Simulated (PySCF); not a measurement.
# Computed properties of Mo(NH)(F)2(OH)2 (F2H3MoNO2), SMILES [NH]=[Mo]([OH])([OH])([F])[F], multiplicity 1

Mo(NH)(F)2(OH)2 (F₂H₃MoNO₂), SMILES [NH]=[Mo]([OH])([OH])([F])[F], multiplicity 1. The structure is a stationary point at B3LYP-D3(BJ)/def2-SVP. The spin state was assumed, not searched. The structure was generated by enumeration; whether it is a known compound was not checked. The def2 effective core potentials stand for the cores of Mo; spin–orbit coupling is left out. One conformer was computed; it need not be the lowest. All values are computed for the isolated molecule unless a solvent is named; none is compared with measurement here.

**Structure.** All 21 harmonic modes at B3LYP-D3(BJ)/def2-SVP (PySCF) are real, so it is a minimum. With heavy atoms numbered as in [Mo:1](=[NH:2])([F:4])([F:5])([OH:6])[OH:8], the shortest bond between them is Mo1–N2 at 1.701 Å and the longest Mo1–F5 at 1.902 Å.

**Vibrations.** The strongest infrared lines (harmonic, unscaled, degenerate partners summed) lie at 499 cm⁻¹ (277 km/mol, H 85 %, N 9 %), 3612 cm⁻¹ (265 km/mol, H 92 %), 646 cm⁻¹ (261 km/mol, H 35 %, O 33 %, F 23 %). The softest mode is at 101 cm⁻¹ and the zero-point energy is 28.2 kcal/mol.

**Electronic structure.** M06-2X/def2-TZVP (PySCF) places the frontier levels at -10.81 and -2.60 eV, a gap of 8.21 eV, and gives a dipole moment of 3.56 D and a mean polarisability of 55.2 bohr³. PBE/def2-TZVP (PySCF) at the same geometry gives -7.56 and -4.20 eV, so its gap is 4.85 eV narrower. An orbital gap is neither the optical nor the fundamental gap.

**Excitations.** TDDFT-M06-2X/def2-SVPD (PySCF) has S1 at 4.17 eV (297 nm, f = 0.000, dark); the most intense of the 10 singlets computed lies at 5.26 eV (f = 0.02). T1 (TDA) is at 3.89 eV. TDDFT-PBE/def2-SVPD (PySCF) puts S1 at 3.41 eV. No vertical singlet excitation falls in the visible range (under 3.1 eV).
